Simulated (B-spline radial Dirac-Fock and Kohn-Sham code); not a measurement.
Cr⁺ 1s: cross section and angular parameters

System: the Cr⁺ ion, [Ar] 3d5; threshold 5964.6 eV (orbital energy of the model). These are calculated numbers from an atomic code on a B-spline grid; the model is Dirac-Hartree-Slater photoionisation with a Latter tail; cross sections with all multipoles, angular parameters from the dipole term and its interference with E2.

The run's input, task.json:

```json
{"items": [{
  "Z": 24,
  "q": 1,
  "cfg": [[1, 0, 2], [2, 0, 2], [2, 1, 6], [3, 0, 2], [3, 1, 6], [3, 2, 5]],
  "A": 52,
  "rrms": 3.6452,
  "do": "xps",
  "hv": [87.0, 100, 185.0, 258.0, 324.0, 535.0, 758.0, 800, 946.0, 986.0, 1000, 1020.0, 1030.0, 1253.6, 1310.0, 1460.0, 2910.0, 3220.0, 3730.0, 3990.0, 6000, 8047.8, 8540.0, 8790.0, 8940.0, 9251.7, 11800.0, 12800.0, 13100.0, 15000]
}]}
```

Launch: `python xray2_run.py task.json out`

For linearly polarised light dσ/dΩ = σ/(4π) [1 + β P₂(cos θ) + (δ + γ cos²θ) sin θ cos φ], with θ from the polarisation vector and φ the angle between the beam and the projection of the electron momentum on the plane normal to the polarisation.

```tsv
hν (eV)	σ (kb)	β	γ
6000	39.8	2.000	-0.444
8047.8	18.8	2.000	0.725
8540	16.1	2.000	0.861
8790	14.9	2.000	0.925
8940	14.3	2.000	0.961
9251.7	13.0	2.000	1.034
11800	6.76	1.999	1.524
12800	5.41	1.999	1.683
13100	?	?	?
15000	3.48	1.999	1.995
```

**Question.** Give the values at 13100 eV.

**Answer.** σ = 5.07 kb, β = 1.999, γ = 1.729. For an s subshell δ is negligible.
